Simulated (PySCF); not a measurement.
Predicted microwave data (PBE0-D3(BJ)/def2-SVP geometry optimisation, gas phase (PySCF)) for one isomer of C2H11BNPSi:

```
Rotational constants : A = 5112, B = 1105, C = 1000 MHz
Dipole components    : |μa| = 2.08 D, |μb| = 0.04 D, |μc| = 0.56 D
Inertial defect      : -50.97 u·Å²
κ                    : -0.95
```

Task: Which candidate fits, each taken in the one conformer that was computed?
A. `[BH2:1][PH:2][SiH2:3][N:4]([CH3:5])[CH3:6]` with H–B1–P2–Si3 -45° and 141°, B1–P2–Si3–N4 174°, P2–Si3–N4–C5 141°
B. `[CH3:1][N:2]([CH3:3])[BH:4][PH:5][SiH3:6]` with N2–B4–P5–Si6 -79°

Result: A. It is BP[SiH2]N(C)C, a near-prolate asymmetric top, point group C1. The candidates at the same level (rigid rotor, commonest isotopes):

| SMILES | A (MHz) | B (MHz) | C (MHz) | μa (D) | μb (D) | μc (D) | Δ (u·Å²) | point group | rotor |
| --- | --- | --- | --- | --- | --- | --- | --- | --- | --- |
| BP[SiH2]N(C)C | 5112 | 1105 | 1000 | 2.08 | 0.04 | 0.56 | -50.97 | C1 | near-prolate asymmetric top |
| CN(C)BP[SiH3] | 3590 | 1202 | 1103 | 2.19 | 1.11 | 0.09 | -103.31 | C1 | near-prolate asymmetric top |

`CN(C)BP[SiH3]` has A 30 % too low. No structure here is proved a minimum.
